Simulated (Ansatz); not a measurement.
[ReH9]2- (ReH₉²⁻). The state is a singlet with charge -2. Geometry relaxed at B3LYP-D4/def2-TZVPD.

```xyz
10

Re    0.0000    0.0000    0.0004
H    -1.4695   -0.2575    0.7964
H     0.0852   -0.0663   -1.6845
H     1.3829    0.3249    0.9178
H     0.1843   -1.1655    1.2623
H    -0.3059    1.2601    1.1421
H    -0.7655   -1.4320   -0.5935
H    -1.2489    0.9603   -0.7121
H     1.3105   -1.0082   -0.5052
H     0.8271    1.3842   -0.6237
```

In the def2 sets Re takes a core potential; there is no spin–orbit coupling. A multiply charged anion in the gas phase is held together partly by the finite basis. Removing one electron lowers the energy by 0.59 eV at PBE0-D4/def2-TZVPD, so it isn't bound. The relaxation made no stability test and no search for a lower SCF solution.

Question: Estimate the harmonic wavenumbers at RKS B3LYP-D4/def2-TZVPD (Ansatz, unscaled). Is this a minimum?

Answer: 294, 358, 676, 677, 694, 762, 785, 795, 862, 896, 951, 973, 976, 992, 993, 1717, 1727, 1729, 1772, 1777, 1822, 1905, 1911, 1973 cm⁻¹. Yes, no mode is imaginary beyond noise. Zero-point energy 167.6 kJ/mol. It took 50 s on 4 threads of Arm Neoverse V1 on a shared host.
